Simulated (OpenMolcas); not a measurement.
**F3+: the spin-orbit constant, worked from levels**

- Program: OpenMolcas
- Basis: ANO-RCC-VDZP [3s2p1d]
- Scalar Hamiltonian: DKH2, point nucleus
- Active space: 4 electrons in 8 orbitals (2s 2p 3s 3p)
- State averaging: 2S+1 = 3 even, 3 roots; 2S+1 = 1 even, 6 roots; 2S+1 = 5 odd, 1 root; 2S+1 = 3 odd, 5 roots
- Spin-orbit coupling: state interaction with AMFI integrals over the reference wave functions, term energies averaged over their components

Methods: CASSCF; SS-CASPT2, IPEA 0.25 Eh, imaginary shift 0.1 Eh (closed shells correlated: 1s). Measured levels: Moore, Atomic Energy Levels, vol. I, NSRDS-NBS 35 (1971 reprint of NBS Circular 467, 1949).

**The spin-orbit constant.** For the Hund term 3P of p2, E(J) = (A/2) J(J+1) + constant and ζ = 2S·A = 2A. From J = 0 to J = 2 the energy changes by 3 A.

```json
{"Source": "CASSCF", "E(2) - E(0)": "564.6", "A": "188.2", "ζ": "376"}
{"Source": "SS-CASPT2", "E(2) - E(0)": "564.0", "A": "188.0", "ζ": "376"}
{"Source": "measured", "E(2) - E(0)": "613.4", "A": "204.5", "ζ": "409"}
```

All in cm-1. SS-CASPT2 is off by -8.1 % and CASSCF by -8.0 %. Both methods take the spin-orbit matrix elements from the reference wave functions, so the second can move ζ only through the term energies and any multistate remixing. Second-order mixing with other terms is absorbed into this ζ.

Active for correlation alone: 3p 3s; no level in the range computed is led by a configuration that fills them, so any true level of that kind is missing. The basis is small and was not contracted for so high a charge. Computed and measured levels are paired by configuration, term and J; levels that our copy of the source lacks, or whose pairing is in doubt (as where it misses far off the trend of its configuration), stay unpaired and out of the deviations. Only configurations of the active space appear.
